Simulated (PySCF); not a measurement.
HSSi, charge +1, multiplicity 1. Atoms are numbered in the order given.

```xyz
3

Si     0.0007     1.1317     0.0000
S     -0.0808    -0.9310     0.0000
H      1.2822    -0.9475     0.0000
```
Charge +1, spin multiplicity 1.

Geometry optimised at B3LYP-D3(BJ)/def2-TZVP. The isomer is the one that the SMILES or the coordinates give; other isomers of the formula were not compared.

These are B3LYP/pcSseg-2 (PySCF) values and carry that method's errors.

GIAO shieldings, no solvent; atoms alike by connectivity are averaged. δ = σ(ref) − σ: ²⁹Si against TMS (σ = 325.2 ppm); ³³S against H2S (σ = 688.9 ppm); ¹H against TMS (σ = 31.68 ppm), references at their B3LYP-D3(BJ)/def2-TZVP geometries, non-relativistic.

Question: Estimate the chemical shifts. (Estimate from the structure and the level; the computed values follow.)

Answer: 
| nucleus | atoms | count | δ (ppm) |
|---|---|---|---|
| ²⁹Si | Si1 | 1 | 562.5 |
| ³³S | S2 | 1 | 631.0 |
| ¹H | H3 | 1 | 6.61 |
